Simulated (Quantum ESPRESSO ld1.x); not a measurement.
Valence configurations of Gd+ (all share [Xe]). All-electron calculation, scalar-relativistic Kohn-Sham, PBE, spin-unpolarised, spherical densities, point nucleus. Program: ld1.x of Quantum ESPRESSO 7.5. Energies are relative to 4f7 5d1 6s1; eigenvalues in eV.

| valence | E (eV) | e(4f) | e(5d) | e(6p) | e(6s) |
|---|---|---|---|---|---|
| 4f7 5d1 6s1 | 0.000 | -15.030 | -8.403 | - | -9.276 |
| 4f7 5d2 | 1.111 | -13.005 | -7.095 | - | - |
| 4f6 5d1 6s2 | 9.585 | -24.289 | -11.357 | - | -10.734 |
| 4f6 5d2 6s1 | 9.304 | -21.745 | -9.729 | - | -9.781 |
| 4f7 6s1 6p1 | 3.264 | -18.606 | - | -6.968 | -10.867 |
| 4f7 5d0.5 6s1 6p0.5 | 1.480 | -16.791 | -9.620 | -6.364 | -10.082 |
| 4f7 5d1 6s0.5 6p0.5 | 1.780 | -15.659 | -8.897 | -6.055 | -9.633 |
| 4f6 5d1 6p2 | 17.930 | -26.703 | -13.261 | -7.758 | - |
| 4f7 5d0.5 6s1.5 | -0.369 | -16.158 | -9.128 | - | -9.732 |
| 4f8 6s1 | -4.330 | -9.170 | - | - | -8.633 |

NIST lists [Xe] 4f7 5d1 6s1 as the ground configuration; this level of theory puts 4f8 6s1 lower, by 4.330 eV. The energies are those of spherical spin-averaged densities, not of single terms.
